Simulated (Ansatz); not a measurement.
Input for Ansatz (a first-principles code): R-r2SCAN/def2-TZVPP on CH6GeO2 (SMILES C[O][GeH2][OH]), a point of a torsion scan.

Ansatz 0.2 input:
```yaml
crystal:
  periodic: [false, false, false]
  atoms:
    - {symbol: C, position_ang: [1.64009464, -0.16637100, -0.06665801]}
    - {symbol: O, position_ang: [0.62225886, 0.79941379, 0.10549992]}
    - {symbol: Ge, position_ang: [-1.07846800, 0.52787389, 0.26656501]}
    - {symbol: O, position_ang: [-1.57375065, -0.28001688, -1.19930199]}
    - {symbol: H, position_ang: [2.57626339, 0.37770414, -0.20096355]}
    - {symbol: H, position_ang: [1.72623739, -0.81489308, 0.80827652]}
    - {symbol: H, position_ang: [1.45538430, -0.78451828, -0.94756543]}
    - {symbol: H, position_ang: [-1.43214006, -0.35711542, 1.44261361]}
    - {symbol: H, position_ang: [-1.58477110, 1.93096767, 0.33328315]}
    - {symbol: H, position_ang: [-2.48148893, -0.55704476, -1.29134307]}
basis:
  gaussian:
    orbitals: def2-TZVPP
hamiltonian:
  xc: {name: r2SCAN}
scf: {lower_state_search: off}
```

The log:

```
WARN ansatz: RAYON_NUM_THREADS=1 ignored (pool sized by the plan → 1); use --threads N
Functional definition: r2SCAN
these checks for a lower state are left out or cut short: stability, starts, cluster_reference, orbital_swaps, neighbouring_geometries, increment
integrals: 0.14 GiB planned
1194 factors; their error is unknown
mean field: 1.00 GiB planned
mean field evaluation 1: about -61735.7809 eV, gradient 8.2e1 eV
mean field evaluation 2: about -61692.4938 eV, gradient 1.7e2 eV
mean field evaluation 4: about -61746.9134 eV, gradient 1.2e1 eV
mean field evaluation 8: about -61747.1589 eV, gradient 2.3e-1 eV
mean field evaluation 16: about -61747.1402 eV, gradient 8.9e-4 eV
mean field -61747.14024704 eV, -2269.1655503638 hartree, gradient 8.9e-6 eV, S^2 0.000000; 0 other end points of the search recorded, 0 dependent functions left out
reference -61747.14025884 eV, -2269.1655507973 hartree; 30, 30 occupied and 195, 195 virtual orbitals, 1194 factors
Total energy: -61747.14025884 eV, -2269.1655507973 hartree
Checks for a lower state left out: stability, starts, cluster_reference, orbital_swaps, neighbouring_geometries, increment
```

Self-consistency was reached.

Cost: roughly 4 core-seconds.
